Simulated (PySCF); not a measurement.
**Excitation energy of Zr²⁺ by level of theory**

Zr²⁺ [Kr] 4d2 (3F) → Zr²⁺ [Kr] 4d1 5p1 (high-spin determinant), as a difference of total energies. Computed with PySCF 2.14 in ANO-RCC-VTZP, with scalar relativity by spin-free X2C-1e. Correlated levels: valence and next inner shell: [Ar] 3d10 frozen. The calculations carry no spin-orbit coupling.

| method | excitation energy (cm⁻¹) |
| --- | --- |
| UHF | 54425 |
| MP2 (valence and next inner shell) | 55066 |
| SCS-MP2 (valence and next inner shell) | 55201 |
| CCSD (valence and next inner shell) | 55288 |
| CCSD(T) (valence and next inner shell) | 55202 |

A first-order spin-orbit estimate (lowest level to lowest level, LS coupling) adds -0.042 eV.

The basis was made for the ground configuration and has no added diffuse functions, so the excitation energy can come out too high.

The determinant of the upper state mixes LS terms, which raises its energy above the lowest term, most at the Hartree-Fock and MP2 levels.
